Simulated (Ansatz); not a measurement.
CH$_{7}$BOSi, SMILES `BO[SiH2]C` at its PBE0-D4/def2-TZVP geometry, where that method's forces vanish. Total charge 0; spin multiplicity 1.

```xyz
11

B    -0.8883   -1.3490    1.5804
O    -0.6078   -0.1621    1.0145
Si    0.6828    0.3778    0.1149
C     0.0652    0.9307   -1.5448
H    -0.1156   -2.2674    1.4752
H    -1.9207   -1.4594    2.1816
H     1.2858    1.5085    0.8645
H     1.6778   -0.7209   -0.0130
H     0.8888    1.3321   -2.1413
H    -0.3780    0.0975   -2.0951
H    -0.6900    1.7124   -1.4370
```

Problem. What forces (eV/Å) does PBE-D4/def2-TZVPP give on these atoms in Ansatz 0.2.0? (Estimate.)

Solution. The calculation gave: 
```
B1  -0.065 -0.308  0.142
O2  -0.320  0.239  0.104
Si3  0.316  0.095 -0.181
C4  -0.004 -0.009  0.028
H5   0.087 -0.097 -0.014
H6  -0.119  0.001  0.065
H7   0.058  0.122  0.088
H8   0.119 -0.118 -0.016
H9   0.153  0.077 -0.115
H10 -0.083 -0.152 -0.110
H11 -0.143  0.151  0.009
```
